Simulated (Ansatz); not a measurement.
Basis sets compared for the cluster Mg2O2. Charge 0, multiplicity 1. Geometry PBE0-D4/def2-TZVP. Ansatz on 4 threads of Arm Neoverse V2 on a shared host; times are rough, and most runs start from earlier orbitals.

```xyz
4

Mg    0.9306   -0.5935    0.4526
Mg   -0.9319    0.5934   -0.4518
O    -0.6805   -1.2329   -0.2145
O     0.6818    1.2330    0.2136
```

The structure comes from a short search, and lower isomers may exist.

Binding counts from free atoms (Mg singlet, O triplet) in the same basis, without a counterpoise term.

| level | functions | energy (Eh) | HOMO (eV) | LUMO (eV) | binding per atom (eV) | wall time |
| --- | --- | --- | --- | --- | --- | --- |
| PBE-D4/def2-SVP | 64 | -549.9870 | -4.46 | -3.22 | 2.82 | 0.55 s |
| PBE-D4/def2-TZVP | 126 | -550.3209 | -4.50 | -3.13 | 2.83 | 0.81 s |
| r2SCAN-D4/def2-TZVP | 126 | -550.5947 | -4.58 | -2.67 | 2.80 | 1.7 s |
| PBE0-D4/def2-SVP | 64 | -550.0035 | -5.78 | -2.50 | 2.55 | 0.96 s |
| PBE0-D4/def2-TZVP (with forces) | 126 | -550.3376 | -5.81 | -2.41 | 2.58 | 2.2 s |

(1) Estimate the rows for PBE-D4/def2-TZVPD, r2SCAN-D4/def2-TZVPD, PBE0-D4/def2-TZVPD.

## Answers

(1) 
| level | functions | energy (Eh) | HOMO (eV) | LUMO (eV) | binding per atom (eV) | wall time |
| --- | --- | --- | --- | --- | --- | --- |
| PBE-D4/def2-TZVPD | 150 | -550.3240 | -4.54 | -3.13 | 2.83 | 1.2 s |
| r2SCAN-D4/def2-TZVPD | 150 | -550.5975 | -4.61 | -2.66 | 2.81 | 2.1 s |
| PBE0-D4/def2-TZVPD | 150 | -550.3406 | -5.84 | -2.41 | 2.59 | 1.5 s |
